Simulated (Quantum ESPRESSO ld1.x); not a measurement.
The numbers below are computed, except where a source is named.
Pd II, configuration [Ar] 3d10 4s2 4p4 4d9 5s2 (not the ground configuration). Level of theory: non-relativistic Kohn-Sham, LDA (Slater exchange, Perdew-Wang correlation), spin-unpolarised, spherical densities, point nucleus; relativity is left out, which matters for an element this heavy (ld1.x of Quantum ESPRESSO 7.5).

X-ray form factor f0, the Fourier transform of the density (f0(0) = 45):

sin(theta)/lambda (1/angstrom)  f0 (electrons)
0.05                                    44.204
0.1                                     42.113
0.15                                    39.352
0.2                                     36.451
0.25                                    33.683
0.3                                     31.150
0.4                                     26.876
0.5                                     23.606
0.6                                     21.138
0.8                                     17.573
1                                       14.706
1.25                                    11.567
1.5                                      9.104
2                                        6.315
